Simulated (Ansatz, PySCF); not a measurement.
H6PSi2, SMILES [SiH3][P][SiH3], multiplicity 2. Atoms are numbered in the order given.

```xyz
9

Si     1.6413    -0.0986     0.4510
P      0.0513     0.6461    -0.9898
Si    -1.6899    -0.2039     0.1952
H      1.7894    -1.5776     0.2997
H      2.9422     0.5557     0.1344
H      1.2770     0.1972     1.8697
H     -1.4317    -1.6153     0.6125
H     -2.9247    -0.1592    -0.6379
H     -1.8995     0.6211     1.4230
```
Charge 0, spin multiplicity 2.

Geometry optimised at B3LYP-D3(BJ)/def2-SVP. The isomer is the one that the SMILES or the coordinates give; other isomers of the formula were not compared.

Two levels are set side by side: PBE-D3(BJ)/def2-SVP (Ansatz, a first-principles code) and B3LYP-D3(BJ)/def2-SVP (Ansatz). Each level has its own optimised geometry; the coordinates shown are those of the second. Frequencies come from the Hessian of PySCF at each geometry. Differences are taken from unrounded values.

| quantity | B3LYP-D3(BJ) | PBE-D3(BJ) | PBE-D3(BJ) minus B3LYP-D3(BJ) |
|---|---|---|---|
| mean bond length (Å) | 1.687 | 1.698 | 0.010 |
| bond Si1–P2 (Å) | 2.271 | 2.271 | 0.000 |
| bond P2–Si3 (Å) | 2.271 | 2.271 | 0.000 |
| bond Si1–H4 (Å) | 1.494 | 1.508 | 0.014 |
| bond Si1–H5 (Å) | 1.490 | 1.504 | 0.013 |
| bond Si1–H6 (Å) | 1.494 | 1.508 | 0.014 |
| bond Si3–H7 (Å) | 1.494 | 1.508 | 0.014 |
| bond Si3–H8 (Å) | 1.490 | 1.504 | 0.013 |
| bond Si3–H9 (Å) | 1.494 | 1.508 | 0.014 |
| highest harmonic wavenumber (cm⁻¹) | 2230 | 2172 | -58 |
| mean harmonic wavenumber (cm⁻¹) | 1055 | 1019 | -36 |
| zero-point energy (kcal/mol) | 31.67 | 30.59 | -1.08 |

Exact exchange shortens and stiffens bonds; PBE has none. Differences between two approximate levels are no errors against the true value.
